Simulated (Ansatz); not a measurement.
```yaml
atoms:
  - { symbol: C, position_ang: [-0.0467, -0.0164, -0.4852] }
  - { symbol: C, position_ang: [-0.0416, -0.0157, 0.7991] }
  - { symbol: H, position_ang: [-0.0485, -0.9506, -1.0196] }
  - { symbol: H, position_ang: [-0.0062, 0.9891, -1.0037] }
```

Basis set: def2-TZVP (spherical functions). Left uncorrelated: 2 orbitals. Charge 0, multiplicity 1.

Computed with Ansatz (development build ahead of 0.2.0); each method stands on the lowest determinant of its kind that the runs found. Restricted open shells among the atoms or ions are ROHF, correlated in semicanonical orbitals with singles.

Question: Give the atomization energy at this shape (free ground-state atoms in the same class of orbitals less the molecule, no zero-point energy) of singlet C2H2 by RHF-MP2, RHF.

Answer:

| method | atomization energy |
| --- | --- |
| RHF-MP2 | 15.06 eV |
| RHF | 11.41 eV |
